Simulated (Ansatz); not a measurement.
Consider the formal exchange of groups at the Si–C bond: `[SiH3]/C=[CH]/[GeH3]` + `[NH2][SbH2]` → `[NH2][SbH][SiH3]` + `C=[CH][GeH3]`.

Calculated with Ansatz (gas phase, PBE0-D4/def2-TZVP geometries, no zero-point term in ΔE). CBS: MP2 limit from def2 TZ/QZ plus the TZ coupled-cluster correction, frozen cores. DFT in def2-TZVPP. B3LYP here is the variant with VWN-RPA as its local correlation; programs differ in this. Elements past krypton have def2 core potentials. For Ge, Sb outer-core shells are correlated without core-valence functions, which leaves a few kJ/mol of doubt a bond. Scalar relativity is left out up to krypton. One conformer a species, not always the lowest.

```json
{"level": "r2SCAN0-D4", "ΔE (eV)": "-0.32"}
{"level": "PBE", "ΔE (eV)": "-0.38"}
{"level": "revPBE", "ΔE (eV)": "-0.38"}
{"level": "B3LYP", "ΔE (eV)": "-0.30"}
{"level": "r2SCANh", "ΔE (eV)": "-0.33"}
{"level": "CCSD(T)/def2-SVP", "ΔE (eV)": "-0.27"}
{"level": "HF/def2-TZVPP", "ΔE (eV)": "-0.23"}
{"level": "SCS-MP2/def2-TZVPP", "ΔE (eV)": "-0.25"}
```

What does CCSD(T)/CBS give? (Estimate.)

Ansatz gave: -0.32 eV. The listed levels differ from it by 0.00, -0.06, -0.06, 0.02, -0.01, 0.05, 0.09, 0.07 eV.

What do rigid-rotor, harmonic-oscillator terms from PBE0-D4/def2-TZVP frequencies (298.15 K, 1 bar) make of the CCSD(T)/CBS value? (Best estimate.)

Computed: ΔZPE = +0.08 eV, ΔH = -0.24 eV, ΔS = 8 J/(mol·K), ΔG = -0.27 eV.

Largest T1 diagnostic among the species: 0.014.

In def2-TZVPP, CCSD(T) changes the Hartree–Fock value by −0.04 eV (the triples alone add −0.01 eV) and MP2 by −0.05 eV. From BLYP to BHLYP (50 % exact exchange), in def2-TZVPP and without D4, ΔE moves by +0.05 eV.

CCSD(T)/CBS has its own doubt, a few kJ/mol and more with outer-core shells, so smaller differences from it don't rank the levels.
